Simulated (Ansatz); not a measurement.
```yaml
crystal:
  periodic: [false, false, false]
  atoms:
    - {symbol: Ge, position_ang: [-1.856410, 0.654727, -1.426496]}
    - {symbol: Ge, position_ang: [0.765661, -0.544518, 2.361103]}
    - {symbol: Ge, position_ang: [-0.264404, 2.552070, 0.894183]}
    - {symbol: Ge, position_ang: [1.553184, -1.538539, 0.223339]}
    - {symbol: Ge, position_ang: [-2.665430, -1.452829, -0.452484]}
    - {symbol: Te, position_ang: [-1.135349, 3.028793, -1.662646]}
    - {symbol: Te, position_ang: [-0.236314, -1.396112, -1.839175]}
    - {symbol: Te, position_ang: [3.520773, -2.787485, -0.350189]}
    - {symbol: Te, position_ang: [2.080248, 1.261069, 0.673044]}
    - {symbol: Te, position_ang: [-1.761958, 0.222824, 1.579332]}
basis:
  gaussian: {orbitals: def2-TZVP, initial_orbitals: start.molden}
hamiltonian: {xc: pbe0, dispersion: d4}
scf: {omitted_lower_state_checks: [starts]}
output: {orbitals: {seedname: orbitals}}
```

The file start.molden holds the orbitals of an earlier run on this structure, at another level or in another basis.

```sh
$ ansatz run in.yaml --threads 4 --pin off --events-out ev --progress --plain --max-ram 6963MiB
```

Problem. Does this run fit into the memory that it is given?

Solution. No. It has 490 basis functions, and Ansatz plans for 9 GiB where 7 GiB are given.
